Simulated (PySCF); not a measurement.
# Polarisability and C₆ of Cr⁺ (chromium, charge +1)

[Ar] 3d5, high-spin 6S determinant. All numbers are calculated (PySCF 2.14, no relativity, point nucleus, in aug-cc-pVTZ). Coupled (time-dependent) response in atomic units; α is the mean over directions.

| method | mean α (bohr³) | C₆ (like pair) | S(−4) |
| --- | --- | --- | --- |
| UHF | 8.927 | 32.28 | 75.27 |
| PBE | 13.95 | 52.09 | 271.6 |
| PBE0 | 11.95 | 44.20 | 174.0 |

S(−4) is the Cauchy moment in α(ω) = α(0) + S(−4) ω² + …

α(iu) at PBE:

```json
{"u (hartree)": "0", "α(iu) (bohr³)": "13.95"}
{"u (hartree)": "0.0500", "α(iu) (bohr³)": "13.32"}
{"u (hartree)": "0.100", "α(iu) (bohr³)": "11.86"}
{"u (hartree)": "0.200", "α(iu) (bohr³)": "8.953"}
{"u (hartree)": "0.300", "α(iu) (bohr³)": "7.075"}
{"u (hartree)": "0.500", "α(iu) (bohr³)": "5.034"}
{"u (hartree)": "0.750", "α(iu) (bohr³)": "3.659"}
{"u (hartree)": "1.00", "α(iu) (bohr³)": "2.815"}
{"u (hartree)": "1.50", "α(iu) (bohr³)": "1.845"}
{"u (hartree)": "2.00", "α(iu) (bohr³)": "1.315"}
{"u (hartree)": "3.00", "α(iu) (bohr³)": "0.7679"}
{"u (hartree)": "5.00", "α(iu) (bohr³)": "0.3555"}
```

A single London oscillator, α(iu) = α/(1 + u²/ω²), gives C₆ = (3/4) ω α². Matching the computed C₆ needs ω = 4 × 52.09 / (3 × 13.95²) = 0.357 hartree.

For an ion, C₆ is the dispersion term alone; charge-induced terms of lower order in 1/R come first.
